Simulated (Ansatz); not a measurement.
Coupled-cluster diagnostics for (KH)4 ring (K₄H₄), Ansatz.

Geometry of the singlet (PBE-D4/def2-SVP):

```
atom   x (Å)   y (Å)   z (Å)
  K1  -3.184   0.238  -0.458
  H2  -2.402   1.291   1.617
  K3  -0.265   1.616   2.780
  H4   2.045   0.965   2.268
  K5   3.184  -0.238   0.458
  H6   2.402  -1.291  -1.617
  K7   0.265  -1.615  -2.780
  H8  -2.045  -0.965  -2.268
```

Correlated methods freeze 20 core orbitals; core or outer-core shells of K are correlated, in sets that lack core-valence functions.

Problem. Estimate the CCSD(T) correlation energy, the shares of MP2 and (T), T1 and the reference's ⟨S²⟩ for: charge 0, singlet, own geometry in def2-TZVPP; and the rough time on 4 threads of Arm Neoverse V2 on a shared host.

Solution. 
| state | basis | correlation (eV) | MP2 share (%) | (T) share (%) | T1 | ⟨S²⟩ (pure) | wall time |
| --- | --- | --- | --- | --- | --- | --- | --- |
| charge 0, singlet, own geometry | def2-TZVPP | -22.331 | 89.7 | 1.2 | 0.007 | 0.00 (0.00) | 66 s |
Customary marks for T1 are 0.02 (closed shells), 0.045 (open shells) and about 0.05 (3d metals). T1 stays under 0.02 throughout.
